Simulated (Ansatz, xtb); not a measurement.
Pulling on the Zn1–H2 bond in FHZn (SMILES [F][ZnH]) (multiplicity 1 held, fragments rigid). Energies count from the point at 1.505 Å.
Geometry at that point (charge 0, multiplicity 1):
```xyz
3

Zn     0.0000     0.0000    -0.3581
H      0.0000     0.0000    -1.8636
F      0.0000     0.0000     1.4008
```

R- and RO- levels are restricted; in cc, def2 and unpolarised 6-31G sets they are followed outwards from rest. Active spaces are followed from a long bond inwards. Curves can end on different states.

Cores are frozen in the correlated methods.

Codes used: Ansatz (Gaussian orbitals); xtb for the GFN methods. Values without a source in brackets are computed. The GFN methods have no spin term and hold the electronic entropy of 300 K.

Energies in kJ/mol.

| R (Å) | GFN2-xTB | R-MP2/def2-SVP | FIC-NEVPT4(SD) on CASSCF(2,2)/def2-SVP | FIC-MRCISD+Q on CASSCF(2,2)/def2-SVP |
|---|---|---|---|---|
| 1.204 | 69 | 102 | 107 | 109 |
| 1.355 | 5 | 20 | 23 | 23 |
| 1.505 | 0 | 0 | 0 | 0 |
| 1.656 | 17 | 13 | 10 | 10 |
| 1.807 | 42 | 43 | 36 | 37 |
| 2.032 | 84 | 103 | 90 | 90 |
| 2.258 | 127 | 169 | 146 | 147 |
| 2.635 | 194 | 270 | 224 | 226 |
| 3.011 | 251 | 353 | 276 | 279 |
| 3.463 | 302 | 423 | 308 | 311 |
| 4.065 | 345 | 470 | 322 | 325 |
| 4.817 | 368 | 468 | 325 | 328 |

Doubts at one or more of the structures used: a restricted determinant that unrestricted orbitals would lower (R-MP2/def2-SVP).

Ansatz is an electronic-structure program.
